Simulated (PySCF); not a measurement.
# Polarisability and C₆ of Ne (neon, neutral)

[Ne], closed-shell 1S. Calculation: PySCF 2.14, in dyall-acv3z (15s9p4d2f, 76 functions); no relativity, point nucleus. Coupled (time-dependent) response in atomic units; α is the mean over directions.

| method | mean α (bohr³) | C₆ (like pair) | S(−4) |
| --- | --- | --- | --- |
| UHF | 2.131 | 4.986 | 1.553 |
| PBE | 2.562 | 6.183 | 3.008 |
| PBE0 | 2.412 | 5.775 | 2.396 |
| MN15 | 2.394 | 5.707 | 2.229 |
| wB97X | 2.476 | 5.971 | 2.514 |

S(−4) is the Cauchy moment in α(ω) = α(0) + S(−4) ω² + …

Reference α: 2.661 bohr³ (recommended; Schwerdtfeger and Nagle, table of static dipole polarizabilities (2023 update)). Published C₆: 6.200 (Chu and Dalgarno (2004); Tang, Norbeck and Certain (1976)).

α(iu) at UHF:

| u (hartree) | α(iu) (bohr³) |
| --- | --- |
| 0 | 2.131 |
| 0.0500 | 2.127 |
| 0.100 | 2.116 |
| 0.200 | 2.072 |
| 0.300 | 2.007 |
| 0.500 | 1.837 |
| 0.750 | 1.608 |
| 1.00 | 1.393 |
| 1.50 | 1.039 |
| 2.00 | 0.7843 |
| 3.00 | 0.4788 |
| 5.00 | 0.2267 |

A single London oscillator, α(iu) = α/(1 + u²/ω²), gives C₆ = (3/4) ω α². Matching the computed C₆ needs ω = 4 × 4.986 / (3 × 2.131²) = 1.46 hartree.
